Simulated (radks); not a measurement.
Effect of the nuclear size on the barium ion Ba3+, [Kr] 4d10 5s2 5p5. Method: Dirac Kohn-Sham, BLYP, spin-unpolarised, spherical densities, finite nucleus; open shells are shared between the two j in proportion to 2j + 1; Fermi nuclear charge, rms radius 4.8378 fm; computed with a radial shooting solver on a logarithmic mesh with Libxc functionals. The rms radius is varied about that value; shifts are against it.

[
 {"rms radius (fm)": "4.2911", "total energy shift (eV)": "-1.79", "density at nucleus (e/bohr^3)": "3.304e+05", "1s1/2 shift (meV)": "-745", "2s1/2 shift (meV)": "-89.5", "4p1/2 shift (meV)": "0.280", "5s1/2 shift (meV)": "-0.658", "5p1/2 shift (meV)": "0.071", "5p3/2 shift (meV)": "0.085", "6s1/2 (empty) shift (meV)": "-0.144"},
 {"rms radius (fm)": "4.4701", "total energy shift (eV)": "-1.22", "density at nucleus (e/bohr^3)": "3.278e+05", "1s1/2 shift (meV)": "-509", "2s1/2 shift (meV)": "-61.2", "4p1/2 shift (meV)": "0.192", "5s1/2 shift (meV)": "-0.450", "5p1/2 shift (meV)": "0.049", "5p3/2 shift (meV)": "0.058", "6s1/2 (empty) shift (meV)": "-0.098"},
 {"rms radius (fm)": "4.8378", "total energy shift (eV)": "0", "density at nucleus (e/bohr^3)": "3.229e+05", "1s1/2 shift (meV)": "0.000", "2s1/2 shift (meV)": "0.000", "4p1/2 shift (meV)": "0.000", "5s1/2 shift (meV)": "0.000", "5p1/2 shift (meV)": "0.000", "5p3/2 shift (meV)": "0.000", "6s1/2 (empty) shift (meV)": "0.000"},
 {"rms radius (fm)": "5.278", "total energy shift (eV)": "1.56", "density at nucleus (e/bohr^3)": "3.175e+05", "1s1/2 shift (meV)": "652", "2s1/2 shift (meV)": "78.3", "4p1/2 shift (meV)": "-0.245", "5s1/2 shift (meV)": "0.576", "5p1/2 shift (meV)": "-0.062", "5p3/2 shift (meV)": "-0.074", "6s1/2 (empty) shift (meV)": "0.126"},
 {"rms radius (fm)": "6.0037", "total energy shift (eV)": "4.38", "density at nucleus (e/bohr^3)": "3.096e+05", "1s1/2 shift (meV)": "1830", "2s1/2 shift (meV)": "219", "4p1/2 shift (meV)": "-0.687", "5s1/2 shift (meV)": "1.61", "5p1/2 shift (meV)": "-0.175", "5p3/2 shift (meV)": "-0.208", "6s1/2 (empty) shift (meV)": "0.352"}
]

Slopes of the eigenvalues against <r^2> in GHz/fm^2, as finite differences over the two radii next to the reference (eigenvalue slopes, not the field-shift constants of lines): 1s1/2 35600, 2s1/2 4280, 4p1/2 -13.4, 5s1/2 31.5, 5p1/2 -3.41, 5p3/2 -4.05, 6s1/2 (empty) 6.87.
